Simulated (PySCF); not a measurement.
Numbering as in the mapped SMILES `[CH2:1]=[C:2]1[CH2:3][CH2:4][SiH2:5]1`. Hydrogens are named by the atom that carries them. Ha(C1) is cis to C3; Hb(C1) is trans to C3.

Level of theory: σ from GIAO-PBE0/pcSseg-1, coordinates at the GFN2-xTB level, in PySCF 2.14.0 with density-fitted response routines (relativity neglected, averaged over atoms made equivalent by symmetry, fast rotation or ring inversion, no solvent model, a single conformation).

δ = σ(ref) − σ, references computed at the same level: ¹³C (σref 186.93) and ¹H (σref 31.72) and ²⁹Si (σref 349.16) vs TMS.

```json
{"atoms": "Hb(C1)", "nucleus": "¹H", "count": "1", "δ (ppm)": "5.77"}
{"atoms": "C1", "nucleus": "¹³C", "count": "1", "δ (ppm)": "135.8"}
{"atoms": "H(C4)", "nucleus": "¹H", "count": "2", "δ (ppm)": "1.42"}
{"atoms": "Ha(C1)", "nucleus": "¹H", "count": "1", "δ (ppm)": "?"}
{"atoms": "C2", "nucleus": "¹³C", "count": "1", "δ (ppm)": "?"}
{"atoms": "C4", "nucleus": "¹³C", "count": "1", "δ (ppm)": "4.6"}
{"atoms": "C3", "nucleus": "¹³C", "count": "1", "δ (ppm)": "36.1"}
{"atoms": "Si5", "nucleus": "²⁹Si", "count": "1", "δ (ppm)": "?"}
{"atoms": "H(C3)", "nucleus": "¹H", "count": "2", "δ (ppm)": "3.10"}
{"atoms": "H(Si5)", "nucleus": "¹H", "count": "2", "δ (ppm)": "5.07"}
```

**Question.** Estimate the values marked ?.

**Answer.** 
- C2: 159.5 ppm, fully substituted alkene carbon; the olefinic region
- Ha(C1): 6.07 ppm, hydrogen on a terminal =CH2 carbon; a vinylic proton, deshielded by the sp2 carbon and the C=C anisotropy
- Si5: -39.4 ppm, silicon bonded to 2 C, 2 H, in a 4-membered ring

Shifts are as computed. Against solution values, carbons near 30 ppm lie about +3 ppm off and those near 130 ppm about +5 ppm. Of 1211 compounds with measured shifts, 218 miss one by over three times the rms of a fit or turn the order of signals round; such compounds aren't used in these exercises.
